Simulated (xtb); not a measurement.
Input file for xtb: GFN2-xTB on H2OSeTe (SMILES O[Te][SeH]), a point of a torsion scan.

```
$ xtb mol.xyz --gfn 2 --opt vtight --chrg 0 --uhf 0 --input xcontrol
5

O     -1.44442647     0.59647549    -0.41308022
Te    -0.21254396    -0.98166642    -0.79417006
Se     1.80034156    -0.69084351     0.78672712
H     -2.34133702     0.27617189    -0.16779671
H      1.83877927    -1.94985003     1.68035545
$constrain
  force constant=1.0
  dihedral: 1,2,3,5,120.0
$end
```

The log:

```
[...]
           -------------------------------------------------
          |                Calculation Setup                |
           -------------------------------------------------



           -------------------------------------------------
          |                 G F N 2 - x T B                 |
           -------------------------------------------------

        Reference                      10.1021/acs.jctc.8b01176
      * Hamiltonian:
        H0-scaling (s, p, d)           1.850000    2.230000    2.230000
        zeta-weighting                 0.500000
      * Dispersion:
        s8                             2.700000
        a1                             0.520000
        a2                             5.000000
        s9                             5.000000
      * Repulsion:
        kExp                           1.500000    1.000000
        rExp                           1.000000
      * Coulomb:
        alpha                          2.000000
        third order                    shell-resolved
        anisotropic                    true
        a3                             3.000000
        a5                             4.000000
        cn-shift                       1.200000
        cn-exp                         4.000000
        max-rad                        5.000000


          ...................................................
          :                      SETUP                      :
          :.................................................:
          :  # basis functions                  26          :
          :  # atomic orbitals                  24          :
          :  # shells                           10          :
          :  # electrons                        20          :
          :  max. iterations                   250          :
          :  Hamiltonian                  GFN2-xTB          :
          :  restarted?                      false          :
          :  GBSA solvation                  false          :
          :  PC potential                    false          :
          :  electronic temp.          300.0000000     K    :
          :  accuracy                    1.0000000          :
          :  -> integral cutoff          0.2500000E+02      :
          :  -> integral neglect         0.1000000E-07      :
          :  -> SCF convergence          0.1000000E-05 Eh   :
          :  -> wf. convergence          0.1000000E-03 e    :
          :  Broyden damping             0.4000000          :
          :  net charge                          0          :
          :  unpaired electrons                  0          :
          ...................................................

 iter      E             dE          RMSdq      gap      omega  full diag
   1    -11.3578927 -0.113579E+02  0.776E+00    2.97       0.0  T
   2    -11.3130844  0.448083E-01  0.946E+00    2.65       1.0  T
   3    -11.3774097 -0.643252E-01  0.508E+00    2.89       1.0  T
   4    -11.3786717 -0.126209E-02  0.677E-01    2.95       1.0  T
   5    -11.3778364  0.835331E-03  0.114E+00    2.94       1.0  T
   6    -11.3794168 -0.158040E-02  0.202E-01    2.95       1.0  T
   7    -11.3794135  0.334906E-05  0.152E-01    2.95       1.0  T
   8    -11.3794302 -0.167135E-04  0.865E-02    2.95       1.0  T
   9    -11.3794336 -0.338863E-05  0.258E-02    2.95       1.7  T
  10    -11.3794346 -0.102973E-05  0.571E-03    2.95       7.8  T
  11    -11.3794346 -0.255101E-07  0.878E-04    2.95      50.9  T
  12    -11.3794346  0.224153E-09  0.653E-04    2.95      68.5  T

   *** convergence criteria satisfied after 12 iterations ***

         #    Occupation            Energy/Eh            Energy/eV
      -------------------------------------------------------------
         1        2.0000           -0.8573987             -23.3310
       ...           ...                  ...                  ...
         4        2.0000           -0.5686135             -15.4728
         5        2.0000           -0.5052135             -13.7476
         6        2.0000           -0.4877543             -13.2725
         7        2.0000           -0.4784229             -13.0185
         8        2.0000           -0.4318188             -11.7504
         9        2.0000           -0.3996489             -10.8750
        10        2.0000           -0.3813557             -10.3772 (HOMO)
        11                         -0.2728442              -7.4245 (LUMO)
        12                         -0.2476449              -6.7388
        13                         -0.2117998              -5.7634
        14                         -0.0181035              -0.4926
        15                         -0.0128009              -0.3483
       ...                                ...                  ...
        24                          0.8240839              22.4245
      -------------------------------------------------------------
                  HL-Gap            0.1085115 Eh            2.9527 eV
             Fermi-
[...]
  -0.4827600             -13.1366
         8        2.0000           -0.4374236             -11.9029
         9        2.0000           -0.4032310             -10.9725
        10        2.0000           -0.3798837             -10.3372 (HOMO)
        11                         -0.2515450              -6.8449 (LUMO)
        12                         -0.2354452              -6.4068
        13                         -0.1873987              -5.0994
        14                         -0.0218321              -0.5941
        15                         -0.0074306              -0.2022
       ...                                ...                  ...
        24                          1.0026301              27.2830
      -------------------------------------------------------------
                  HL-Gap            0.1283387 Eh            3.4923 eV
             Fermi-level           -0.3157144 Eh           -8.5910 eV

 SCC (total)                   0 d,  0 h,  0 min,  0.002 sec
 SCC setup                      ...        0 min,  0.000 sec (  2.795%)
 Dispersion                     ...        0 min,  0.000 sec (  0.481%)
 classical contributions        ...        0 min,  0.000 sec (  0.189%)
 integral evaluation            ...        0 min,  0.001 sec ( 28.332%)
 iterations                     ...        0 min,  0.000 sec ( 21.295%)
 molecular gradient             ...        0 min,  0.001 sec ( 44.451%)
 printout                       ...        0 min,  0.000 sec (  2.168%)

         :::::::::::::::::::::::::::::::::::::::::::::::::::::
         ::                     SUMMARY                     ::
         :::::::::::::::::::::::::::::::::::::::::::::::::::::
         :: total energy             -11.370400517980 Eh    ::
         :: gradient norm              0.000074805683 Eh/a0 ::
         :: HOMO-LUMO gap              3.492273881589 eV    ::
         ::.................................................::
         :: SCC energy               -11.398712801807 Eh    ::
         :: -> isotropic ES            0.029196003863 Eh    ::
         :: -> anisotropic ES         -0.002289954724 Eh    ::
         :: -> anisotropic XC         -0.001996960180 Eh    ::
         :: -> dispersion             -0.003049004363 Eh    ::
         :: repulsion energy           0.028296446919 Eh    ::
         :: add. restraining           0.000015836908 Eh    ::
         :: total charge               0.000000000000 e     ::
         :::::::::::::::::::::::::::::::::::::::::::::::::::::

           -------------------------------------------------
          |                Property Printout                |
           -------------------------------------------------

    * Orbital Energies and Occupations

         #    Occupation            Energy/Eh            Energy/eV
      -------------------------------------------------------------
         1        2.0000           -0.8583509             -23.3569
         2        2.0000           -0.7558059             -20.5665
         3        2.0000           -0.6894228             -18.7601
         4        2.0000           -0.5734000             -15.6030
         5        2.0000           -0.5073734             -13.8063
         6        2.0000           -0.4978661             -13.5476
         7        2.0000           -0.4827600             -13.1366
         8        2.0000           -0.4374236             -11.9029
         9        2.0000           -0.4032310             -10.9725
        10        2.0000           -0.3798837             -10.3372 (HOMO)
        11                         -0.2515450              -6.8449 (LUMO)
        12                         -0.2354452              -6.4068
        13                         -0.1873987              -5.0994
        14                         -0.0218321              -0.5941
        15                         -0.0074306              -0.2022
        16                          0.0247403               0.6732
        17                          0.0321635               0.8752
        18                          0.0636869               1.7330
        19                          0.1053347               2.8663
        20                          0.1507917               4.1032
        21                          0.1732425               4.7142
       ...                                ...                  ...
        24                          1.0026301              27.2830
      -------------------------------------------------------------
                  HL-Gap            0.1283387 Eh            3.4923 eV
             Fermi-level           -0.3157144 Eh           -8.5910 eV

     #   Z          covCN         q      C6AA      α(0)
     1   8 O        1.589    -0.443    21.731     6.291
     2  52 Te       1.696     0.179   407.682    37.331
     3  34 Se       1.824    -0.184   241.922    27.103
     4   1 H        0.817     0.306     0.700     1.313
     5   1 H        0.924     0.141     1.455     1.887

 Mol. C6AA /au·bohr⁶  :       1786.673213
 Mol. C8AA /au·bohr⁸  :     130859.669590
 Mol. α(0) /au        :         73.924859
Note: The following floating-point exceptions are signalling: IEEE_UNDERFLOW_FLAG IEEE_DENORMAL
normal termination of xtb


Wiberg/Mayer (AO) data.
largest (>0.10) Wiberg bond orders for each atom

 ---------------------------------------------------------------------------
     #   Z sym  total        # sym  WBO       # sym  WBO       # sym  WBO
 ---------------------------------------------------------------------------
     1   8 O    2.160 --     2 Te   1.205     4 H    0.895
     2  52 Te   2.472 --     3 Se   1.226     1 O    1.205
     3  34 Se   2.232 --     2 Te   1.226     5 H    0.947
     4   1 H    0.906 --     1 O    0.895
     5   1 H    0.980 --     3 Se   0.947
 ---------------------------------------------------------------------------

Topologies differ in total number of bonds
Writing topology from bond orders to xtbtopo.mol

molecular dipole:
                 x           y           z       tot (Debye)
 q only:       -0.115      -0.936       0.219
   full:       -0.555      -1.091      -0.119       3.126
molecular quadrupole (traceless):
                xx          xy          yy          xz          yz          zz
 q only:       -0.613      -0.121       0.855      -1.824      -0.218      -0.242
  q+dip:       -2.480       1.643       2.743      -4.732       0.680      -0.264
   full:       -1.871       0.469       2.196      -3.854       1.309      -0.325

           -------------------------------------------------
          |                Geometry Summary                 |
           -------------------------------------------------

      molecular mass/u    :      224.5778015
   center of mass at/Å    :        0.3948942      -0.6531407      -0.3109145
  moments of inertia/u·Å² :        0.5993074E+02   0.3343496E+03   0.3896692E+03
rotational constants/cm⁻¹ :        0.2812853E+00   0.5041917E-01   0.4326139E-01

 * 2 selected distances

     #   Z          #   Z                                           value/Å
     1   8 O        4   1 H                                       0.9585436 (min)
     3  34 Se       5   1 H                                       1.4531197 (max)

 * 2 distinct bonds (by element types)

   Z      Z             #   av. dist./Å        max./Å        min./Å
   1 H    8 O           1     0.9585436     0.9585436     0.9585436
   1 H   34 Se          1     1.4531197     1.4531197     1.4531197


optimized geometry written to: xtbopt.xyz


           -------------------------------------------------
          | TOTAL ENERGY              -11.370400517980 Eh   |
          | GRADIENT NORM               0.000074805683 Eh/α |
          | HOMO-LUMO GAP               3.492273881589 eV   |
           -------------------------------------------------

------------------------------------------------------------------------
------------------------------------------------------------------------
 total:
 SCF:
 ANC optimizer:
```

The run finished.

Warnings raised: the energy holds the restraint's term.

Cost: about 0.07 core-seconds (a rough figure).
